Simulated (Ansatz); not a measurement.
# Worked example: the step energy

An elementary step of Si2H4SF2, closed shell (Si₂H₄SF₂ ([F][Si]([F])([SiH3])[SH]) → Si₂H₂SF₂ ([F][Si]1([F])[SiH2][S]1) + H₂; Si–H, S–H broken or loosened, Si–S, H–H formed or tightened). “Start” and “end” are the PBE0-D4/def2-TZVP structures reached by relaxing down either side of its saddle point, with the molecules still in contact.

Computed with Ansatz 0.2.0 (basis: def2-TZVPP and def2-QZVPP); correlated methods freeze the cores.

Energies in eV:

| quantity | end | start |
| --- | --- | --- |
| Hartree–Fock, triple zeta (X = 3) | -32023.91691 | -32025.06823 |
| Hartree–Fock, quadruple zeta (X = 4) | -32024.98565 | -32026.13927 |
| MP2 correlation, X = 3 | -25.26055 | -24.90007 |
| MP2 correlation, X = 4 | -27.58173 | -27.19254 |
| CCSD(T) correlation, X = 3 | -27.30146 | -27.05731 |

**Question.** Work out the step energy at the basis limit: extrapolate Hartree–Fock as E(X) = E∞ + A exp(−7.88 √X) and the MP2 correlation as E(X) = E∞ + B X^−2.97 (the exponents that Neese and Valeev fitted for def2-TZVPP and QZVPP), then add CCSD(T) − MP2 in triple zeta.

**Answer.** Each step is linear, so take the differences first (end − start): Hartree–Fock 1.15132 (X = 3) and 1.15362 (X = 4); MP2 correlation -0.36048 and -0.38919; CCSD(T) correlation -0.24415.
Two points give E∞ = E(4) + w [E(4) − E(3)], with w = 1/(exp(7.88 (2 − √3)) − 1) = 0.1377 for Hartree–Fock and w = 1/((4/3)^2.97 − 1) = 0.7407 for the correlation.
Hartree–Fock: 1.15362 + 0.1377 × 0.00230 = 1.1539 eV.
MP2 correlation: -0.38919 + 0.7407 × (-0.02871) = -0.4105 eV.
CCSD(T) − MP2: -0.24415 − (-0.36048) = 0.1163 eV.
Sum: 1.1539 + (-0.4105) + 0.1163 = 0.8597 eV, or 19.83 kcal/mol. Plain CCSD(T) in triple zeta gives 0.9072 eV, so the larger basis shifts the result by -0.0475 eV.

T1 diagnostic: at most 0.017.

Labels in which every atom is bracketed show which atoms are joined, not bond orders.

For scale, one of the runs: CCSD(T)/def2-TZVPP, 244 basis functions, launched by `ansatz run in.yaml --threads 4 --pin off --events-out ev --progress --plain --max-ram 9574MiB`. Hardware: 4 CPU threads of an Arm Neoverse V2, shared host. Wall time 2.3 min; peak host memory 4.6 GiB.
